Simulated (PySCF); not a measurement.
Distances in Å between the heavy atoms of a computed structure (PBE0-D3(BJ)/def2-SVP; lower triangle, same order across):
```
C1    0.00
C2    1.34  0.00
Ge3   2.87  1.93  0.00
Br4   4.40  3.43  2.32  0.00
```

Hydrogens: 2 on C1, 1 on C2, 2 on Ge3.

Charge 0, singlet.

(1) Which heavy atoms are bonded, and with what formal order?

(2) Which species is it?

(3) Classify the heavy atoms.

Answers

(1) C1–C2 (double); C2–Ge3 (single); Ge3–Br4 (single).

(2) `C=[CH][GeH2][Br]`, C2H5BrGe.

(3) C1: terminal =CH2 carbon; C2: alkene CH carbon; Ge3: germanium bonded to Br, C and 2 H; Br4: bromine bonded to Ge.

Shape of the structure used: `[CH2:1]=[CH:2][GeH2:3][Br:4]`: C1–C2–Ge3–Br4 -114°.

---

Distances in Å between the heavy atoms of a computed structure (GFN2-xTB; lower triangle, same order across):
```
C1    0.00
C2    1.19  0.00
C3    2.66  1.46  0.00
C4    3.49  2.46  1.52  0.00
```

Hydrogens: 2 on C3, 3 on C4.

Doublet state.

Q: Read off the bonds between heavy atoms and their formal orders.

A: C1–C2 (triple); C2–C3 (single); C3–C4 (single). The orders are those of one drawing; other resonance forms can be drawn.

Q: Write the SMILES.

A: `[C]#CCC`, C4H5.

Q: Describe the place of each heavy atom.

A: C1: carbon bonded to C; C2: carbon bonded to 2 C; C3: carbon bonded to 2 C and 2 H; C4: carbon bonded to C and 3 H.
